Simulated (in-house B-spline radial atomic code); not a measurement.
Results of a calculation; reference values are marked as such.
Softness against transferability: the 4d channel of Te

Te, [Kr] 4d10 5s2 5p4, non-relativistic LDA (VWN5), spherical and spin-unpolarised, from an all-electron radial atomic-structure program (B-spline basis) (atomic units). The all-electron 4d level is ε = -1.608382 hartree, its outermost node lies just inside 0.37 bohr and its outer maximum at 0.81 bohr.

Troullier-Martins pseudo-orbitals are made for several radii. The cutoffs (hartree) are the plane-wave energies beyond which the orbital holds less than the named kinetic energy per electron. The phase error is the difference, pseudo minus all-electron, of arctan(R P'/P) at R = 1.43 bohr for all radii, half a hartree below and above the level.

| r_c (bohr) | V_l(0) (hartree) | cutoff for 10 mEh | for 1 mEh | for 0.1 mEh | phase error at ε − 0.5 (mrad) | at ε + 0.5 (mrad) |
| --- | --- | --- | --- | --- | --- | --- |
| 0.61 | -149.52 | 299 | 440 | > 450 | -3.6 | -0.8 |
| 0.7 | -62.83 | 138 | 170 | 323 | -2.1 | -0.4 |
| 0.81 | -28.84 | 58.3 | 99.1 | 173 | -1.3 | -0.3 |
| 0.91 | -22.26 | 44.9 | 58.3 | 72 | -0.9 | -0.2 |
| 1.02 | -20.90 | 43.4 | 54.1 | 66.8 | -0.7 | -0.1 |
| 1.13 | -20.45 | 42.3 | 52.4 | 80.4 | -0.5 | -0.1 |

(1) Which radius needs the lowest cutoff for 1 mEh while both phase errors stay within 1.4 mrad?

(2) What does the larger radius buy, and what does it cost?

## Answers

(1) The radii within that limit are 0.81, 0.91, 1.02, 1.13 bohr; of these r_c = 1.13 needs the least, 52.4 hartree, that is 105 Ry or 1426 eV.

(2) From r_c = 0.61 to 1.13 bohr the cutoff for 1 mEh goes from 440 to 52.4 hartree, a factor of 8.40, against 3.43 for a pure 1/r_c² scaling, end to end; step by step it is 440, 170, 99.1, 58.3, 54.1, 52.4, and for 0.1 mEh > 450, 323, 173, 72, 66.8, 80.4; the number of plane waves goes as the cutoff to the power 3/2, here a factor of 24.3. The larger of the two phase errors is least at r_c = 1.13 bohr, 0.5 mrad; it is 3.6 at the smallest radius and 0.5 at the largest, so in this scan the atom's own scattering shows no cost of a large radius. These errors test the reference atom alone. The smallest radius lies well inside the outer maximum, where the nodeless form must bend sharply to keep the norm, so it is both harder and scatters less well than the next. Large radii also let the cores of neighbours overlap, which an atom doesn't show.
